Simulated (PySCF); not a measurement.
CF3CH2CN, C₃H₂F₃N.
Atom-mapped SMILES: `[N:1]#[C:2][CH2:3][C:4]([F:5])([F:6])[F:7]` (hydrogens: H8, H9 on C3)

Geometry (GFN2-xTB, Å), atoms numbered from 1 in this order:
```xyz
9
C3H2F3N angstrom
N      2.615    0.100   -0.004
C      1.502    0.349   -0.030
C      0.092    0.667   -0.066
C     -0.755   -0.596    0.051
F     -0.546   -1.244    1.200
F     -2.062   -0.297    0.007
F     -0.523   -1.461   -0.941
H     -0.159    1.327    0.770
H     -0.151    1.161   -1.011
```

Computed, not measured: wB97X-D/def2-SVPD in PySCF (dipole) on a GFN2-xTB geometry, gas phase.

Masses are those of the commonest isotopes; rigid-rotor values at the optimised geometry. 

What are A, B and C (MHz)?

Ia = 96.22, Ib = 279.72, Ic = 284.72 u·Å²; 505379 MHz·u·Å²/I gives A = 5252, B = 1807, C = 1775 MHz.

What kind of rotor is it?

A near-prolate asymmetric top: κ = (2 × 1807 − 5252 − 1775)/(5252 − 1775) = -0.98.

What does the inertial defect say?

Not planar: Δ = Ic − Ia − Ib = -91.22 u·Å². For a rigid frame Δ = −2 Σ m c², so Σ m c² = 45.61 u·Å² lies off the ab plane: 1.61 from hydrogen and 44.00 from heavier atoms. The atom farthest from that plane is 1.09 Å away.

Give the other two planar moments, Paa and Pbb, and the rms extents of the mass along the axes.

Paa = Σ m a² = (Ib + Ic − Ia)/2 = 234.11 and Pbb = Σ m b² = (Ia + Ic − Ib)/2 = 50.61 u·Å². With the mass M = 109.01 u, the rms extents √(P/M) along a, b and c are 1.47, 0.68, 0.65 Å.

Predict some low-J microwave lines.

The dipole components are |μa| = 1.54 D, |μb| = 3.01 D, |μc| = 0.00 D; the mirror of this Cs structure is the ab plane, so μc vanishes by symmetry (the 0.03 D computed is a residue) and there are no c-type lines. Intensities carry the squares of the components, which stand as 0.26 : 1.00 (a : b). Some lines, for components of 0.1 D or more:

```
type  branch         J(Ka,Kc)    MHz  lower level (cm⁻¹)
   b       Q  1(1,0) ← 1(0,1)   3477               0.119
   b       Q  2(1,1) ← 2(0,2)   3509               0.358
   a       R  1(0,1) ← 0(0,0)   3582               0.000
   b       R  2(0,2) ← 1(1,1)   3718               0.234
   b       R  1(1,1) ← 0(0,0)   7027               0.000
   a       R  2(1,2) ← 1(1,1)   7132               0.234
   a       R  2(0,2) ← 1(0,1)   7163               0.119
   a       R  2(1,1) ← 1(1,0)   7195               0.235
   b       Q  2(2,0) ← 2(1,1)  10337               0.475
   b       Q  2(2,1) ← 2(1,2)  10432               0.472
   b       R  2(1,2) ← 1(0,1)  10577               0.119
   b       R  2(2,1) ← 1(1,0)  17532               0.235
   b       R  2(2,0) ← 1(1,1)  17564               0.234
```

Estimate the classical rotational partition function at 10 K, 50 K and 500 K.

Point group Cs, symmetry number σ = 1; q = (√π/σ)·√((kT/h)³/(ABC)), k/h = 20836.6 MHz/K: 1300 at 10 K, 14500 at 50 K, 459000 at 500 K.

Stationary, but not proved a minimum. No vibrational averaging or centrifugal distortion is included, and the geometry carries the error of its method. Quadrupole hyperfine structure (14N) is left out.
